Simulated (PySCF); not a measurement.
SMILES c1coc(Cc2ccco2)c1 at its GFN2-xTB optimised geometry (Å):

```
19

C      3.3422     0.5889     3.4744
C      3.2026    -0.7507     3.2955
O      2.7803    -1.0207     2.0476
C      2.6456     0.1592     1.4065
C      2.1342     0.1491     0.0000
C      0.6375     0.1491     0.0000
C     -0.2663    -0.8699     0.0562
C     -1.5463    -0.2623     0.0852
C     -1.3227     1.0773     0.0504
O     -0.0039     1.3365     0.0000
C      2.9754     1.1847     2.2420
H      3.6630     1.0923     4.3632
H      3.3674    -1.5847     3.9481
H      2.4930     1.0385    -0.5190
H      2.4942    -0.7470    -0.5072
H     -0.0485    -1.9180     0.0720
H     -2.4942    -0.7584     0.1266
H     -1.9874     1.9180     0.0525
H      2.9619     2.2296     2.0091
```

Level of theory: CAM-B3LYP/def2-SVP in PySCF 2.14.0. Cells within 0.4 Å of a nucleus heavier than hydrogen are left out (blank, or x).

Map of the log10 of the electron density (e/bohr³), floored at −4 on the plane z = 1.2 Å:

```
|0000000000000000000000000000000|
|0000000000000000000000000000000|
|0000000000000000000000000000000|
|0000000000000000000000011110000|
|0000000000000000000000122322100|
|0000000111111000000001234443210|
|0000001233322222211012345554321|
|0000012344433334332123456655432|
|0000023445544455443233456665432|
|0000123455555555554334566766543|
|0000123456666666654445567776543|
|0000123456666666655456677876653|
|0000123456666656655567888887654|
|0000124556666555666667899987654|
|00002345667665556666789xx997653|
|00012345667666666666789xx987643|
|0001345566776666666667899987543|
|0002345566666666665556789886542|
|0002345556666676655456788876542|
|0001234455556666654445678876532|
|0001223344445566544345677766431|
|0000112223344555543334566665420|
|0000001112233444433223455544210|
|0000000000122344332111233332100|
|0000000000011233221000011110000|
|0000000000000111110000000000000|
|0000000000000000000000000000000|
|0000000000000000000000000000000|
|0000000000000000000000000000000|
|0000000000000000000000000000000|
|0000000000000000000000000000000|
```
Scale: ten equal steps from -4.00 (start of '0') to -0.629 (end of '9'), in the order '0123456789'; x runs from -4.50 to 4.50, y from -4.50 (bottom) to 4.50 (top).
